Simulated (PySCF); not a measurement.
C₅H₆O₂. Atoms are numbered in the order given.

```xyz
13

C     -1.5309     0.1238    -0.0585
C     -0.8963     1.2934    -0.2204
O      0.4270     1.5468    -0.3284
C      1.4049     0.6081    -0.1602
C      1.3448    -0.6724     0.2448
O      0.2978    -1.4466     0.6030
C     -0.9650    -1.2641    -0.0237
H     -2.6215     0.1879    -0.0101
H     -1.4559     2.2293    -0.2887
H      2.3830     1.0331    -0.3874
H      2.2982    -1.2018     0.3332
H     -1.6537    -1.9261     0.5214
H     -0.8933    -1.6568    -1.0569
```
Charge 0, spin multiplicity 1.

The structure is a stationary point at B3LYP-D3(BJ)/def2-SVP. One conformer was computed; it need not be the lowest.

These are B3LYP/pcSseg-1 in PySCF values and carry that method's errors.

GIAO shieldings, no solvent; atoms listed in one row are averaged. δ = σ(ref) − σ: ¹³C against TMS (σ = 181.3 ppm); ¹⁷O against H2O (σ = 333.8 ppm); ¹H against TMS (σ = 31.68 ppm), references at their B3LYP-D3(BJ)/def2-TZVP geometries, non-relativistic.

**Question.** Estimate the chemical shifts. (An estimate is asked for; the answer gives what the named calculation found.)

**Answer.** 
| nucleus | atoms | count | δ (ppm) |
|---|---|---|---|
| ¹³C | C2 | 1 | 154.4 |
| ¹³C | C5 | 1 | 139.4 |
| ¹³C | C4 | 1 | 133.0 |
| ¹³C | C1 | 1 | 112.0 |
| ¹³C | C7 | 1 | 74.5 |
| ¹⁷O | O3 | 1 | 195.3 |
| ¹⁷O | O6 | 1 | 135.6 |
| ¹H | H9 | 1 | 6.67 |
| ¹H | H11 | 1 | 6.03 |
| ¹H | H10 | 1 | 5.85 |
| ¹H | H8 | 1 | 5.02 |
| ¹H | H13 | 1 | 4.84 |
| ¹H | H12 | 1 | 4.47 |
